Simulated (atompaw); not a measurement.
Pseudopotential generation for Sb: PAW (atompaw), LDA (PW92), scalar-relativistic.

- Element: Sb (Z = 51)
- Generator: atompaw 4.2.0.5
- Type: PAW
- Functional: LDA (PW92)
- Relativity: scalar-relativistic
- Frozen core: [Kr] 4d10
- Valence charge: 5
- Reference configuration: 5s2 5p3
- Partial waves: 5s (bound): rc 2.65 bohr; 5s channel at -0.35 Ry: rc 2.65 bohr; 5p (bound): rc 2.65 bohr; 5p channel at 0.75 Ry: rc 2.65 bohr
- Local potential: troulliermartins scheme with l = 2 at -0.5 Ry, radius 2.55 bohr
- Core correction: smooth core density matched at 2.25 bohr
- Augmentation charge: besselshape compensation charge, radius 2.30 bohr; PAW radius 2.65 bohr; waves and projectors: custom rrkj gramschmidtortho

All-electron outer shells of the reference configuration (LDA (PW92), scalar-relativistic, ld1.x):

| shell | level (eV) | outermost node (bohr) | outermost maximum (bohr) |
| --- | --- | --- | --- |
| 4p | -101.61 | 0.39 | 0.76 |
| 4d | -33.56 | 0.38 | 0.84 |
| 5s | -13.09 | 0.95 | 1.88 |
| 5p | -4.99 | 1.04 | 2.32 |

Task: Estimate the cutoffs (Ry, on a coarse ladder) from which the occupation-weighted sum of valence levels, in a spherical-Bessel basis at the reference potential, stays within 10 and 1 mRy of its value at 400 Ry.

Result: 6 Ry and 10 Ry.

Task: What does a ghost test show?

Result: No extra level below or beside the all-electron valence levels (s, p, d, f tested).

Task: Is the overlap operator S = 1 + Σ q|β⟩⟨β| positive definite (Bessel basis up to 400 Ry)?

Result: Yes: its lowest eigenvalue is 0.13 (s channel).

Task: Which valence shell sets the plane-wave cutoff?

Result: 5p: its level needs 8 Ry to come within 1 mRy, against 6 Ry for 5s.
